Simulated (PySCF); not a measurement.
## `F[C@@H]1[C@@H](C)[C@H]1[Si@H](C)Cl`, C₅H₁₀ClFSi

Molfile (atoms numbered from 1):
```
C5H10ClFSi
     RDKit          3D

 18 18  0  0  0  0  0  0  0  0999 V2000
   -1.9486   -1.3076   -0.3793 C   0  0  0  0  0  0  0  0  0  0  0  0
   -1.6674    0.0306    0.2521 C   0  0  2  0  0  0  0  0  0  0  0  0
   -1.1470    1.1543   -0.5722 C   0  0  1  0  0  0  0  0  0  0  0  0
   -1.6194    2.4129   -0.3311 F   0  0  0  0  0  0  0  0  0  0  0  0
   -0.2520    0.5319    0.4595 C   0  0  2  0  0  0  0  0  0  0  0  0
    1.2945   -0.4400   -0.0247 Si  0  0  2  0  0  4  0  0  0  0  0  0
    2.8155    0.4715    0.6489 C   0  0  0  0  0  0  0  0  0  0  0  0
    1.4361   -0.5557   -2.0463 Cl  0  0  0  0  0  0  0  0  0  0  0  0
   -1.8638   -2.1001    0.3615 H   0  0  0  0  0  0  0  0  0  0  0  0
   -2.9580   -1.3246   -0.7862 H   0  0  0  0  0  0  0  0  0  0  0  0
   -1.2477   -1.5092   -1.1845 H   0  0  0  0  0  0  0  0  0  0  0  0
   -2.3766    0.3074    1.0245 H   0  0  0  0  0  0  0  0  0  0  0  0
   -0.9499    1.0277   -1.6290 H   0  0  0  0  0  0  0  0  0  0  0  0
   -0.1356    1.1430    1.3476 H   0  0  0  0  0  0  0  0  0  0  0  0
    1.2146   -1.8137    0.4792 H   0  0  0  0  0  0  0  0  0  0  0  0
    3.7346    0.0186    0.2896 H   0  0  0  0  0  0  0  0  0  0  0  0
    2.8233    1.5152    0.3452 H   0  0  0  0  0  0  0  0  0  0  0  0
    2.8386    0.4443    1.7335 H   0  0  0  0  0  0  0  0  0  0  0  0
  1  2  1  0
  2  3  1  0
  3  4  1  0
  3  5  1  0
  5  6  1  0
  6  7  1  0
  6  8  1  0
  5  2  1  0
  1  9  1  0
  1 10  1  0
  1 11  1  0
  2 12  1  1
  3 13  1  6
  5 14  1  1
  6 15  1  1
  7 16  1  0
  7 17  1  0
  7 18  1  0
M  END
```

Level of theory: TDDFT CAM-B3LYP/def2-SVPD circular dichroism and optical rotation, one conformer, gas phase in PySCF. Geometry: GFN2-xTB.

The molecule is flexible and this is one conformer; a measurement averages over conformers.

Question: Draw the ECD and absorption spectra from the lowest 16 states, each a Gaussian of half-width 0.3 eV at 1/e height.

Answer: 
| E (eV) | λ (nm) | Δε (L mol⁻¹ cm⁻¹) | ε (L mol⁻¹ cm⁻¹) |
| --- | --- | --- | --- |
| 7.07 | 175 | -0.38 | 5.26 |
| 7.22 | 172 | -1.39 | 27.4 |
| 7.37 | 168 | -2.22 | 111 |
| 7.52 | 165 | +2.37 | 375 |
| 7.67 | 162 | +18.04 | 1010 |
| 7.82 | 159 | +36.29 | 2080 |
| 7.97 | 156 | +37.92 | 3640 |
| 8.12 | 153 | +22.59 | 6350 |
| 8.27 | 150 | +8.53 | 10200 |
| 8.42 | 147 | +4.61 | 12300 |
| 8.57 | 145 | +8.09 | 10800 |
| 8.72 | 142 | +11.18 | 8130 |

Δε uses R in velocity form, ε uses f in length form. Only the states computed contribute, so the short-wavelength end is incomplete.

The sign of the CD band at 160 nm isn't settled: the length form gives the opposite one.
